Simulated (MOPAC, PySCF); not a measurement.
[V(F)3(NH2)2], neutral singlet in the gas phase. 

Cartesian coordinates (Å):
```xyz
10

V      0.0246     0.0136     0.1575
F      0.3644     1.5581    -0.5695
F     -0.3872    -1.6239     0.5801
F      0.4084     0.5080     1.7768
N      1.3384    -0.6821    -0.9092
H      1.4438    -1.6860    -1.0374
H      1.8151    -0.1136    -1.6056
N     -1.6881     0.1951    -0.4598
H     -1.9626     0.9814    -1.0445
H     -2.3340    -0.5911    -0.4764
```
Charge 0, multiplicity 1.

All levels are single points at this geometry (r2SCAN-D4/def2-SVP); Pople sets use spherical d functions. Orbital energies aren't observables, and empty levels follow the basis.

HF/3-21G in PySCF gives HOMO (eV) = -11.81.

Task: Estimate the HOMO (eV) from each of these levels: PBE-D3(BJ)/def2-TZVP in PySCF; TPSSh-D3(BJ)/def2-TZVP in PySCF; B3LYP/3-21G in PySCF; B3LYP/6-311+G** (LANL2DZ on V) in PySCF; B3LYP/6-31G* (LANL2DZ on V) in PySCF; B3LYP/LANL2DZ in PySCF; BP86/6-31G* (LANL2DZ on V) in PySCF; PBE/6-31G* (LANL2DZ on V) in PySCF; SVWN5/6-31G* (LANL2DZ on V) in PySCF; HF/6-31G* (LANL2DZ on V) in PySCF; PM6 in MOPAC; PM7 in MOPAC.

Result: 
```
level                                    HOMO (eV)
---------------------------------------  ---------
PBE-D3(BJ)/def2-TZVP in PySCF                -6.73
TPSSh-D3(BJ)/def2-TZVP in PySCF              -7.41
B3LYP/3-21G in PySCF                         -7.29
B3LYP/6-311+G** (LANL2DZ on V) in PySCF      -8.18
B3LYP/6-31G* (LANL2DZ on V) in PySCF         -7.67
B3LYP/LANL2DZ in PySCF                       -8.05
BP86/6-31G* (LANL2DZ on V) in PySCF          -6.48
PBE/6-31G* (LANL2DZ on V) in PySCF           -6.36
SVWN5/6-31G* (LANL2DZ on V) in PySCF         -6.51
HF/6-31G* (LANL2DZ on V) in PySCF           -11.93
PM6 in MOPAC                                 -8.91
PM7 in MOPAC                                 -9.87
```
